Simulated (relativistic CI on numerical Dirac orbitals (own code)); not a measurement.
# Cubic crystal-field splitting of Lu4+ by operator equivalents

Problem. Lu4+ (4f13) sits in a cubic field with the Wybourne parameters B⁴₀ = -1610 and B⁶₀ = 500 cm⁻¹. Find the levels of its ground J multiplet, neglecting the mixing with the other J.

Working.
1. One f hole has the ground level ²F7/2 with g_J = 8/7 and the Stevens factors β = −2/1155 and γ = 4/27027.
2. Stevens form: B₄ = β B⁴₀/8 = 0.3485 and B₆ = γ B⁶₀/16 = 0.00463 cm⁻¹, in H = B₄(O₄⁰ + 5O₄⁴) + B₆(O₆⁰ − 21O₆⁴).
3. For J = 7/2 the eigenvalues are E(Γ6) = 840B₄ − 25200B₆ = 176.2, E(Γ7) = −1080B₄ − 15120B₆ = -446.3 and E(Γ8) = 120B₄ + 20160B₆ = 135.1 cm⁻¹.
4. Order and energies above the lowest: Γ7 0.0, Γ8 581.4, Γ6 622.5 cm⁻¹. A Γ7 ground doublet has the isotropic |g| = 3.429.

Check. Diagonalising spin-orbit coupling (free-ion gap 11642 cm⁻¹, from a Dirac-Coulomb-Breit calculation) and field together in all 14 states gives Γ7 0.0, Γ8 601.1, Γ6 642.3 cm⁻¹, with |g| = 3.476. The other multiplet starts at 11821 cm⁻¹; the differences from the hand values come from J mixing and grow with the ratio of the field to that gap.
